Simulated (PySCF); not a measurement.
Isomers of C4H11FO2Si2, mass 166.028 u with the commonest isotopes. Computed with PBE0/pcSseg-1 in PySCF (dipole) on a GFN2-xTB geometry, gas phase. One conformer each, none proved a minimum here; rigid rotors.

Question: Order these by dipole moment, smallest first.
A. `[O:1]=[CH:2][O:3][C:4]([SiH3:5])([SiH3:6])[CH2:7][CH2:8][F:9]` with O1–C2–O3–C4 -2°, C2–O3–C4–Si5 -115°, O3–C4–C7–C8 63°, C4–C7–C8–F9 73°
B. `[CH3:1][CH:2]([CH3:3])[C@@H:4]1[O:5][Si@@H:6]([F:7])[O:8][SiH2:9]1` with C1–C2–C4–O5 -173°
C. `[CH3:1][O:2][Si@@H:3]([CH3:4])[SiH2:5][C@@H:6]([F:7])[CH:8]=[O:9]` with C1–O2–Si3–C4 58°, O2–Si3–Si5–C6 169°, Si3–Si5–C6–F7 52°, Si5–C6–C8–O9 76°
D. `[OH:1][SiH2:2]/[C:3](=[CH:4]\[O:5][SiH3:6])[CH2:7][CH2:8][F:9]` with H–O1–Si2–C3 -40°, O1–Si2–C3–C4 34°, C3–C4–O5–Si6 173°, Si2–C3–C7–C8 -67°, C3–C7–C8–F9 69°

Answer: A (2.57 D), B (2.93 D), C (4.00 D), D (4.61 D).

Question: Order these by out-of-plane moment Σ m c² = (Ia + Ib − Ic)/2, smallest first.
A. `[OH:1][SiH2:2]/[C:3](=[CH:4]\[O:5][SiH3:6])[CH2:7][CH2:8][F:9]` with H–O1–Si2–C3 -40°, O1–Si2–C3–C4 34°, C3–C4–O5–Si6 173°, Si2–C3–C7–C8 -67°, C3–C7–C8–F9 69°
B. `[CH3:1][CH:2]([CH3:3])[C@@H:4]1[O:5][Si@@H:6]([F:7])[O:8][SiH2:9]1` with C1–C2–C4–O5 -173°
C. `[CH3:1][O:2][Si@@H:3]([CH3:4])[SiH2:5][C@@H:6]([F:7])[CH:8]=[O:9]` with C1–O2–Si3–C4 58°, O2–Si3–Si5–C6 169°, Si3–Si5–C6–F7 52°, Si5–C6–C8–O9 76°
D. `[O:1]=[CH:2][O:3][C:4]([SiH3:5])([SiH3:6])[CH2:7][CH2:8][F:9]` with O1–C2–O3–C4 -2°, C2–O3–C4–Si5 -115°, O3–C4–C7–C8 63°, C4–C7–C8–F9 73°

Answer: C (27.10 u·Å²), B (32.62 u·Å²), A (38.95 u·Å²), D (133.38 u·Å²).

Question: Order these by rotational constant B, largest first.
A. `[CH3:1][CH:2]([CH3:3])[C@@H:4]1[O:5][Si@@H:6]([F:7])[O:8][SiH2:9]1` with C1–C2–C4–O5 -173°
B. `[CH3:1][O:2][Si@@H:3]([CH3:4])[SiH2:5][C@@H:6]([F:7])[CH:8]=[O:9]` with C1–O2–Si3–C4 58°, O2–Si3–Si5–C6 169°, Si3–Si5–C6–F7 52°, Si5–C6–C8–O9 76°
C. `[OH:1][SiH2:2]/[C:3](=[CH:4]\[O:5][SiH3:6])[CH2:7][CH2:8][F:9]` with H–O1–Si2–C3 -40°, O1–Si2–C3–C4 34°, C3–C4–O5–Si6 173°, Si2–C3–C7–C8 -67°, C3–C7–C8–F9 69°
D. `[O:1]=[CH:2][O:3][C:4]([SiH3:5])([SiH3:6])[CH2:7][CH2:8][F:9]` with O1–C2–O3–C4 -2°, C2–O3–C4–Si5 -115°, O3–C4–C7–C8 63°, C4–C7–C8–F9 73°

Answer: A (834.3 MHz), D (792.3 MHz), C (613.2 MHz), B (536.9 MHz).

| SMILES | point group | Ia (u·Å²) | Ib (u·Å²) | Ic (u·Å²) | κ | μa (D) | μb (D) | μc (D) |
| --- | --- | --- | --- | --- | --- | --- | --- | --- |
| O=COC([SiH3])([SiH3])CCF | C1 | 290.93 | 637.83 | 662.00 | -0.94 | 0.76 | 2.44 | 0.23 |
| CC(C)[C@@H]1O[Si@@H](F)O[SiH2]1 | C1 | 246.65 | 605.77 | 787.18 | -0.73 | 2.78 | 0.76 | 0.54 |
| O[SiH2]/C(=C\O[SiH3])CCF | C1 | 286.26 | 824.20 | 1032.57 | -0.81 | 2.16 | 4.07 | 0.27 |
| CO[Si@@H](C)[SiH2][C@@H](F)C=O | C1 | 215.00 | 941.29 | 1102.08 | -0.92 | 3.78 | 1.32 | 0.04 |
